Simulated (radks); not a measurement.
Values are calculated unless marked as measured or tabulated.
Q: Ag+, 46 electrons, occupied as [Kr] 4d10. Level of theory: scalar-relativistic Kohn-Sham, OLYP, spin-polarised, spherical densities, finite nucleus; Fermi nuclear charge, rms radius 4.5454 fm (a radial shooting solver on a logarithmic mesh with Libxc functionals). Some entries of the table are withheld. Estimate them.

orbital  occ.  eigenvalue (hartree)  <r^2> (bohr^2)  r(max) (bohr)
1s          2             -931.0322        0.001309        0.02016
2s          2             -137.4545         0.02146         0.1140
2p          6                   (1)         0.01691        0.09114
3s          2             -25.45656             (2)         0.3326
3p          6             -20.82149          0.1567         0.3258
3d         10             -13.51918          0.1420            (3)
4s          2              -3.79594          0.9438         0.8223
4p          6              -2.45709           1.149         0.8768
4d         10              -0.57267           2.334          1.036
5s          0              -0.40738           9.798          2.400
5p          0              -0.23773           17.08          3.329

A: 
(1) 2p eigenvalue (hartree): -123.3484
(2) 3s <r^2> (bohr^2): 0.1552
(3) 3d r(max) (bohr): 0.2735
